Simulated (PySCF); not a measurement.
Excitation energy of B⁺ by level of theory

B⁺ [He] 2s2 (1S) → B⁺ [He] 2s1 3s1 (3S), as a difference of total energies. Calculation: PySCF 2.14, in dyall-acv3z (15s9p4d2f, 76 functions); the non-relativistic Hamiltonian (point nucleus). Correlated levels: valence: 1s2 frozen; virtual orbitals above 40 to 60 times the deepest correlated orbital energy dropped. The calculations carry no spin-orbit coupling.

```
           method  excitation energy (cm⁻¹)  error (cm⁻¹)
              UHF                    118010        -11765
    MP2 (valence)                    125520         -4257
SCS-MP2 (valence)                    127670         -2099
   CCSD (valence)                    129540          -236
```

Reference: 129770 cm⁻¹ (measured; NIST levels).

Errors of the correlated levels include the incompleteness of this basis and the frozen core.

With two correlated electrons CCSD is exact in that space.
